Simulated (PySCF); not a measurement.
State search for AsF⁺

Unrestricted PBE0; As pcseg-1, F pcseg-1; no relativity (PySCF 2.14). Outer shells of the fragments: As+ 3d10 4s2 4p2; F 2s2 2p5.

Followed along the bond (rough minima from three points):

| 2Ms+1 | unpaired | ⟨S²⟩ at the start | R at minimum (Å) | Te (eV) |
| --- | --- | --- | --- | --- |
| 2 | π ↑ | 0.75 | 1.71 | 0.00 |
| 4 | σ ↑, π ↑↑ | 3.76 | none in the scan | ≤ 4.30 |

Solutions found at the starting distance of 1.890 Å, counted from the lowest of them; the search is not exhaustive and high or unbound solutions are not listed, so other states can lie among these:

| 2Ms+1 | unpaired | term | E (eV) | ⟨S²⟩ | ⟨Lz²⟩ | μ (D) |
| --- | --- | --- | --- | --- | --- | --- |
| 2 | π ↑ | ²Π | 0.00 | 0.75 | 1.01 | -3.43 |
| 2 | σ ↑ | ²Σ⁺ | 3.19 | 0.75 | 0.00 | -3.11 |
| 4 | σ ↑, π ↑↑ | ⁴Σ⁻ | 3.87 | 3.76 | 0.00 | -1.75 |
| 4 | π ↑↑↑ | ⁴Π | 4.04 | 3.76 | 1.00 | 0.57 |
| 2 | π ↑↑↓ | mixed | 4.46 | 1.76 | 3.02 | 0.57 |
| 2 | σ ↓, π ↑↑ | mixed | 4.51 | 1.77 | 0.00 | -1.01 |
| 4 | σ ↑↑, π ↑ | ⁴Π | 6.23 | 3.75 | 1.00 | -1.15 |
| 4 | σ ↑, π ↑↑ | mixed | 6.26 | 3.75 | 2.01 | 0.74 |
| 4 | σ ↑, π ↑↑ | mixed | 6.42 | 3.75 | 2.01 | 0.71 |

A term symbol is given only where ⟨S²⟩ and ⟨Lz²⟩ are close to those of a pure state; real π, δ and φ orbitals otherwise mix terms. A positive dipole points towards F; it is taken about the centre of mass and depends on that origin.

Spin–orbit coupling is left out. Counting both spins, an empty level lies below a filled one in some of these solutions, because spin and occupation are held.
